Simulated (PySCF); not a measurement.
**NMR parameters of [Cu(NH3)2]+**

[Cu(NH3)2]+, [CuH6N2]+, point group D3.

Geometry:
```
atom   x (Å)   y (Å)   z (Å)
 Cu1   0.000   0.000   0.000
  N2  -0.007  -0.013   1.930
  H3  -0.424   0.831   2.331
  H4   0.934  -0.079   2.329
  H5  -0.533  -0.800   2.318
  N6   0.007   0.013  -1.929
  H7  -0.936   0.017  -2.329
  H8   0.479  -0.802  -2.330
  H9   0.480   0.833  -2.319
```

Total charge +1.

GIAO calculations in PySCF 2.14.0 with density-fitted response routines on the PBE0-D3(BJ)/def2-SVP structure: isolated species, non-relativistic, equivalent atoms averaged; basis pcSseg-1 (pcSseg-2 on Cu).

Problem. Give the isotropic shieldings (ppm) with B3LYP, PBE, PBE0.

Solution. 
| atoms | environment | B3LYP | PBE | PBE0 |
| --- | --- | --- | --- | --- |
| Cu1 | Cu bonded to 2 N | 992 | 886 | 1060 |
| N2/N6 | nitrogen bonded to Cu, 3 H | 260.1 | 257.4 | 264.4 |
| H3/H4/H5/H7/H8/H9 | hydrogen on a nitrogen bonded to Cu | 29.24 | 29.09 | 29.15 |
| HOMO–LUMO gap (eV) | – | 6.61 | 4.67 | 7.17 |

Problem. And the chemical shifts, against references computed in the same way?

Solution. 
| atoms | nucleus, reference | B3LYP | PBE | PBE0 |
| --- | --- | --- | --- | --- |
| N2/N6 | $^{15}$N, NH3 | 3.4 | 7.7 | 1.3 |
| H3/H4/H5/H7/H8/H9 | $^{1}$H, TMS | 2.15 | 2.11 | 2.12 |

Problem. Which part of the shielding of Cu1 depends on the functional?

Solution. Diamagnetic: B3LYP 2407, PBE 2407, PBE0 2407 ppm; paramagnetic: B3LYP -1415, PBE -1521, PBE0 -1348 ppm. The diamagnetic part, set mainly by inner electrons, hardly moves; the paramagnetic part goes with low-lying magnetically allowed excitations and carries the spread.

Problem. What couplings does PBE/pcJ-1 (pcSseg-1 on Cu) give?

Solution. $^{1}J$(N2,H3) = -65.1, $^{2}J$(H3,H4) = -10.7, $^{2}J$(N2,N6) = 2.3 Hz (averaged over equivalent pairs; isotopes $^{15}$N, $^{1}$H).

Experimental scales use liquid or dissolved standards, which lie at an offset from isolated NH3 (liquid NH3: subtract about 20 ppm).
